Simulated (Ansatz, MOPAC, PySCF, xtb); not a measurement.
Dimer: H4SeSi (SMILES [SiH3][SeH]) (first 6 atoms) with HF (SMILES F); geometry from B3LYP-D3(BJ)/def2-TZVP, rigid monomers moved along the line of their centres of mass till Se2···H8 is 4.23 Å.
(charge 0, multiplicity 1):
```xyz
8

Si     0.614    -1.355     0.860
Se    -0.473     0.684     0.987
H      0.050    -2.160    -0.243
H      2.017    -0.996     0.580
H      0.489    -2.078     2.140
H     -1.752     0.080     1.397
F      1.442     1.089     5.742
H      0.991     1.199     4.924
```

Counterpoise-corrected where a basis set is named; no monomer relaxation.

The state reached by PM7 isn't checked; PM7 holds dispersion and hydrogen-bond terms.

The values were computed with Ansatz (a quantum-chemistry and plane-wave program) with Gaussian orbitals; MOPAC for PM7 (differences of heats of formation); PySCF for the dispersion terms; xtb for the GFN methods. 

Problem. What is the computed interaction energy (GFN-FF)?

Solution. -0.7 kcal/mol
